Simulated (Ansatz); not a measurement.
(MoO3)4 (Mo4O12), relaxed as a singlet with RKS PBE-D4/def2-SVP in Ansatz, starting from the GFN2-xTB geometry. Force threshold 0.03 eV/Å.

In the def2 sets Mo takes a core potential; there is no spin–orbit coupling.

Start:

```xyz
16

O    -3.187    1.514    0.845
Mo   -2.256    0.172    0.906
O    -3.060   -1.035    1.661
O    -2.020   -0.443   -0.822
Mo   -0.550   -1.356   -1.113
O    -0.936   -2.780   -1.806
O     0.076   -1.364    0.447
O     0.819   -0.660   -1.962
Mo    2.255   -0.169   -0.907
O     3.200   -1.502   -0.858
O     3.043    1.050   -1.658
O     2.020    0.436    0.826
Mo    0.551    1.350    1.115
O     0.940    2.774    1.809
O    -0.074    1.357   -0.445
O    -0.819    0.655    1.963
```

| step | energy (eV) | largest force component (eV/Å) | SCF passes |
| --- | --- | --- | --- |
| 1 | -31966.1679 | 4.219 | 33 |
| 2 | -31968.8136 | 0.861 | 32 |
| 3 | -31969.0258 | 0.663 | 32 |
| 4 | -31969.1924 | 0.570 | 30 |
| 5 | -31969.3254 | 0.365 | 30 |
| 6 | -31969.4117 | 0.332 | 30 |
| 7 | -31969.4974 | 0.699 | 29 |
| 8 | -31969.5382 | 0.496 | 30 |
| 9 | -31969.6077 | 0.437 | 31 |
| 10 | -31969.6173 | 0.610 | 30 |
| 11 | -31969.6487 | 0.294 | 29 |
| 12 | -31969.6764 | 0.205 | 24 |
| 13 | -31969.6862 | 0.025 | 30 |
| 14 | -31969.6874 | 0.188 | 29 |
| 15 | -31969.6900 | 0.050 | 25 |
| 16 | -31969.6912 | 0.006 | 23 |
| 17 | -31969.6920 | 0.024 | 22 |
| 18 | -31969.6923 | 0.036 | 24 |
| 19 | -31969.6925 | 0.018 | 24 |

Force components are those of the run's own axes.

End:

Cartesian coordinates in Å:
```
O -3.7044 1.1393 0.3769
Mo -2.4473 0.1838 0.9848
O -3.0472 -0.6327 2.3401
O -1.8513 -1.0331 -0.3334
Mo -0.6459 -2.2064 -1.1934
O -1.2769 -2.7763 -2.6564
O -0.3522 -3.5537 -0.2109
O 0.9575 -1.2442 -1.4627
Mo 2.4478 -0.1843 -0.9834
O 3.7042 -1.1404 -0.3748
O 3.0486 0.6316 -2.3386
O 1.8517 1.0330 0.3344
Mo 0.6455 2.2070 1.1923
O 1.2763 2.7801 2.6542
O 0.3507 3.5522 0.2073
O -0.9572 1.2442 1.4635
```

By distances, no bond broke or formed, bridged metal pairs apart. The bond that changes most is O12–Mo13, from 1.75 to 1.89 Å (atoms count from 1). Metal–metal contacts that move far: Mo9–Mo13 3.05 to 3.70 Å, Mo2–Mo13 3.05 to 3.70 Å, Mo5–Mo9 3.05 to 3.70 Å, Mo2–Mo5 3.05 to 3.70 Å.

The force fell under the threshold at step 13, but the optimiser went on and released 0.006 eV more. No frequencies were taken in this run, so the end may be a saddle point.

Hardware: 2 threads of AMD EPYC 7R13 on a shared host and a share (18 GiB) of an NVIDIA H100 80GB HBM3. Wall time 49 s, peak host memory 0.95 GiB.
